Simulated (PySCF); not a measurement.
# Fractional electron number in Mo (molybdenum, neutral)

The 5s alpha orbital of [Kr] 4d5 5s1 is emptied in steps (occupation f), with all orbitals relaxed, ending at [Kr] 4d5. Calculation: PySCF 2.14, in def2-TZVPPD with the def2 core potential (28 electrons) (6s4p3d2f1g, 56 functions); scalar relativity through the core potential. The exact energy is a straight line in f; departures are measured from the line between the end points of the same method.

```json
{"f": "1", "BHandHLYP (eV)": "0.000", "TPSS (eV)": "0.000"}
{"f": "0.75", "BHandHLYP (eV)": "-0.250", "TPSS (eV)": "-0.526"}
{"f": "0.5", "BHandHLYP (eV)": "-0.333", "TPSS (eV)": "-0.705"}
{"f": "0.25", "BHandHLYP (eV)": "-0.250", "TPSS (eV)": "-0.532"}
{"f": "0", "BHandHLYP (eV)": "0.000", "TPSS (eV)": "0.000"}
```

```csv
method,E(f=0) − E(f=1) (eV),−ε at f=1 (eV),−ε at f=0.5 (eV)
BHandHLYP,6.800,5.471,6.800
TPSS,7.355,4.563,7.340
```

Orbital energy along the path (eV):

```tsv
f	BHandHLYP	TPSS
1	-5.471	-4.563
0.75	-6.134	-5.942
0.5	-6.800	-7.340
0.25	-7.467	-8.759
0	-8.132	-10.211
```

Reference removal energy between the ground levels: 7.092 eV (measured; NIST Atomic Spectra Database, ionization energies).
